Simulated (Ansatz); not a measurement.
Steps of a relaxation of `[SiH3]O[SiH]Cl` radical with UKS PBE0-D4/def2-TZVP.

```sh
$ ansatz run in.yaml --threads 4 --pin off --events-out ev --progress --plain --max-ram 10444MiB
```

```yaml
crystal:
  periodic: [false, false, false]
  atoms:
    - {symbol: Si, position_ang: [-0.922951, 0.843175, 0.671532]}
    - {symbol: O, position_ang: [-0.064732, -0.327783, -0.168736]}
    - {symbol: Si, position_ang: [1.101963, -0.812009, -1.248652]}
    - {symbol: Cl, position_ang: [1.049170, -2.893708, -1.372752]}
    - {symbol: H, position_ang: [-2.047128, 0.167268, 1.400723]}
    - {symbol: H, position_ang: [-0.015670, 1.530385, 1.655332]}
    - {symbol: H, position_ang: [-1.475849, 1.862541, -0.286808]}
    - {symbol: H, position_ang: [2.467197, -0.426970, -0.706340]}
basis:
  gaussian: {orbitals: def2-TZVP}
magnetization: {spin_polarized: true, initial_magnetization: 1}
hamiltonian: {xc: pbe0, dispersion: d4}
relax: {f_tol: 0.005, max_steps: 150}
```

Positions (Å) and forces (eV/Å) along the path, 17 of 36 steps:

```xyz
8
step=1 energy=-30381.1551 eV
Si   -0.923    0.843    0.672    0.373   -0.466   -0.361
O    -0.065   -0.328   -0.169    0.278    0.367   -0.235
Si    1.102   -0.812   -1.249   -0.552   -0.014    0.941
Cl    1.049   -2.894   -1.373    0.012    0.553    0.042
H    -2.047    0.167    1.401    0.281    0.126   -0.190
H    -0.016    1.530    1.655   -0.188   -0.186   -0.245
H    -1.476    1.863   -0.287    0.146   -0.264    0.197
H     2.467   -0.427   -0.706   -0.349   -0.117   -0.149
8
step=2 energy=-30381.2137 eV
Si   -0.915    0.837    0.666    0.290   -0.396   -0.289
O    -0.067   -0.324   -0.164    0.183    0.224   -0.165
Si    1.088   -0.798   -1.233   -0.407    0.131    0.552
Cl    1.036   -2.852   -1.354   -0.001    0.081   -0.018
H    -2.024    0.158    1.384    0.055    0.049   -0.032
H    -0.008    1.510    1.636   -0.057   -0.029   -0.051
H    -1.457    1.838   -0.292    0.027   -0.050    0.058
H     2.439   -0.427   -0.699   -0.090   -0.010   -0.055
8
step=4 energy=-30381.2294 eV
Si   -0.904    0.825    0.659   -0.015   -0.006    0.004
O    -0.065   -0.322   -0.160    0.008    0.027   -0.002
Si    1.074   -0.790   -1.215    0.013   -0.023    0.011
Cl    1.029   -2.838   -1.354   -0.006   -0.008   -0.010
H    -2.014    0.158    1.378    0.001    0.002    0.003
H    -0.005    1.504    1.625    0.000   -0.002    0.002
H    -1.446    1.825   -0.296   -0.002    0.000   -0.003
H     2.423   -0.419   -0.692    0.001    0.009   -0.006
8
step=10 energy=-30381.2393 eV rejected
Si   -0.904    0.843    0.680    0.221   -0.112   -0.023
O     0.301   -0.061    0.000   -0.114    0.102    0.019
Si    1.164   -0.750   -1.194   -0.016   -0.007    0.128
Cl    0.675   -2.753   -1.369    0.029    0.181    0.050
H    -1.914   -0.063    1.296    0.118    0.073   -0.053
H    -0.290    1.721    1.723   -0.097   -0.147   -0.146
H    -1.559    1.686   -0.358    0.058   -0.065    0.038
H     2.621   -0.681   -0.833   -0.198   -0.025   -0.012
8
step=11 energy=-30381.2447 eV
Si   -0.901    0.839    0.677   -0.005   -0.011    0.016
O     0.256   -0.093   -0.016    0.023    0.015    0.018
Si    1.146   -0.751   -1.196    0.019    0.020   -0.019
Cl    0.719   -2.756   -1.359   -0.024   -0.018    0.005
H    -1.923   -0.037    1.301    0.021    0.018   -0.011
H    -0.255    1.687    1.710   -0.028   -0.013   -0.014
H    -1.536    1.700   -0.354    0.005   -0.011    0.004
H     2.585   -0.646   -0.818   -0.010    0.001    0.000
8
step=16 energy=-30381.2656 eV
Si   -0.859    0.819    0.661    0.004   -0.057    0.000
O     0.527    0.166    0.050   -0.030    0.004   -0.033
Si    1.187   -0.684   -1.170    0.007   -0.021    0.034
Cl    0.376   -2.582   -1.239    0.036    0.082    0.017
H    -1.741   -0.260    1.179    0.051    0.041   -0.006
H    -0.472    1.740    1.758   -0.010   -0.033   -0.030
H    -1.574    1.568   -0.405    0.024   -0.004    0.011
H     2.649   -0.823   -0.889   -0.081   -0.012    0.007
8
step=19 energy=-30381.2704 eV
Si   -0.849    0.809    0.648   -0.005   -0.005    0.004
O     0.554    0.251   -0.009    0.007    0.007   -0.008
Si    1.233   -0.657   -1.172    0.018   -0.037    0.038
Cl    0.275   -2.481   -1.289    0.007    0.023   -0.007
H    -1.627   -0.319    1.216    0.005   -0.002   -0.009
H    -0.489    1.767    1.719    0.005    0.005   -0.002
H    -1.650    1.495   -0.397   -0.008    0.000    0.000
H     2.646   -0.921   -0.772   -0.029    0.009   -0.017
8
step=20 energy=-30381.2707 eV
Si   -0.847    0.807    0.647   -0.013    0.008    0.010
O     0.560    0.263   -0.012    0.024   -0.003   -0.008
Si    1.238   -0.653   -1.169    0.016   -0.016    0.020
Cl    0.257   -2.462   -1.299   -0.004    0.003   -0.006
H    -1.608   -0.327    1.223   -0.003   -0.011   -0.005
H    -0.495    1.774    1.712    0.006    0.008    0.001
H    -1.658    1.477   -0.400   -0.015    0.004   -0.004
H     2.644   -0.936   -0.758   -0.012    0.006   -0.009
8
step=21 energy=-30381.2710 eV
Si   -0.844    0.805    0.646    0.005    0.001   -0.004
O     0.572    0.280   -0.014   -0.003    0.002    0.011
Si    1.246   -0.648   -1.164    0.006    0.000   -0.010
Cl    0.232   -2.437   -1.312   -0.001   -0.001    0.001
H    -1.584   -0.340    1.229   -0.001   -0.004   -0.001
H    -0.503    1.784    1.704    0.001    0.002   -0.003
H    -1.670    1.455   -0.402   -0.005    0.001    0.003
H     2.642   -0.956   -0.742   -0.003   -0.001    0.003
8
step=22 energy=-30381.2705 eV rejected
Si   -0.839    0.804    0.643   -0.067    0.006   -0.068
O     0.572    0.309   -0.046    0.017   -0.014    0.004
Si    1.269   -0.642   -1.164    0.030   -0.045    0.034
Cl    0.203   -2.400   -1.354    0.023    0.038    0.003
H    -1.540   -0.354    1.252    0.022    0.012    0.001
H    -0.498    1.803    1.682    0.000    0.001    0.000
H    -1.713    1.421   -0.392    0.047   -0.019    0.051
H     2.638   -0.998   -0.678   -0.071    0.021   -0.025
8
step=26 energy=-30381.2712 eV
Si   -0.838    0.800    0.645   -0.004    0.003   -0.004
O     0.586    0.301   -0.018    0.000   -0.008   -0.001
Si    1.264   -0.636   -1.158    0.003    0.003    0.003
Cl    0.195   -2.389   -1.355   -0.002    0.000   -0.001
H    -1.540   -0.353    1.257    0.002    0.002    0.002
H    -0.514    1.811    1.678    0.000   -0.001    0.001
H    -1.695    1.407   -0.405    0.001   -0.001    0.001
H     2.635   -0.997   -0.699   -0.001    0.002   -0.001
8
step=27 energy=-30381.2713 eV
Si   -0.839    0.800    0.646   -0.001   -0.006    0.008
O     0.584    0.292   -0.010    0.003    0.007    0.002
Si    1.264   -0.635   -1.157   -0.007   -0.007   -0.005
Cl    0.197   -2.388   -1.366    0.004    0.001   -0.003
H    -1.544   -0.348    1.266   -0.001    0.004    0.000
H    -0.513    1.816    1.674   -0.001    0.002   -0.001
H    -1.694    1.401   -0.408    0.001    0.000   -0.003
H     2.636   -0.996   -0.700    0.002   -0.001    0.002
8
step=31 energy=-30381.2715 eV
Si   -0.837    0.796    0.655    0.000    0.000   -0.006
O     0.590    0.281    0.012    0.004   -0.004    0.002
Si    1.280   -0.623   -1.148   -0.001    0.008    0.001
Cl    0.179   -2.340   -1.451   -0.001   -0.001    0.002
H    -1.519   -0.335    1.330    0.001   -0.002    0.001
H    -0.523    1.862    1.634    0.000    0.000   -0.001
H    -1.708    1.334   -0.421    0.001    0.000    0.002
H     2.630   -1.033   -0.667   -0.003   -0.001    0.000
8
step=32 energy=-30381.2715 eV rejected
Si   -0.837    0.794    0.657   -0.002   -0.003   -0.010
O     0.593    0.277    0.021    0.006    0.002   -0.002
Si    1.285   -0.617   -1.146    0.000   -0.003    0.016
Cl    0.174   -2.323   -1.475   -0.007   -0.004   -0.005
H    -1.512   -0.330    1.350    0.001   -0.001    0.000
H    -0.527    1.875    1.621    0.000    0.003    0.002
H    -1.711    1.312   -0.425    0.002    0.000    0.004
H     2.627   -1.045   -0.658    0.000    0.007   -0.004
8
step=33 energy=-30381.2715 eV
Si   -0.837    0.794    0.656   -0.001    0.000   -0.007
O     0.592    0.279    0.017    0.005    0.000    0.001
Si    1.282   -0.620   -1.147   -0.002    0.005    0.003
Cl    0.175   -2.331   -1.463   -0.001   -0.003   -0.001
H    -1.515   -0.333    1.339    0.000   -0.001    0.000
H    -0.525    1.868    1.627    0.000    0.001    0.002
H    -1.709    1.323   -0.423    0.000   -0.001    0.001
H     2.629   -1.038   -0.663   -0.002    0.000    0.000
8
step=34 energy=-30381.2715 eV
Si   -0.836    0.793    0.657   -0.005   -0.002   -0.006
O     0.595    0.277    0.024    0.006    0.001    0.000
Si    1.286   -0.616   -1.144   -0.001   -0.001    0.004
Cl    0.170   -2.318   -1.481   -0.001   -0.001   -0.001
H    -1.509   -0.330    1.354    0.001    0.000    0.000
H    -0.529    1.879    1.617    0.000    0.002    0.002
H    -1.712    1.306   -0.426    0.001   -0.001    0.002
H     2.627   -1.048   -0.656   -0.002    0.002   -0.001
8
step=36 energy=-30381.2715 eV
Si   -0.835    0.792    0.658   -0.004    0.000    0.000
O     0.599    0.278    0.028    0.004    0.001    0.001
Si    1.289   -0.613   -1.142   -0.001   -0.003    0.001
Cl    0.163   -2.305   -1.493    0.001    0.002    0.000
H    -1.501   -0.330    1.363    0.001    0.001   -0.001
H    -0.534    1.886    1.610    0.000   -0.001   -0.002
H    -1.714    1.291   -0.429    0.002    0.000    0.002
H     2.625   -1.057   -0.650   -0.002    0.001   -0.001
```

It took 64 s on 4 threads of an INTEL XEON PLATINUM 8581C on a shared host, with 0.54 GiB of host memory at the peak.
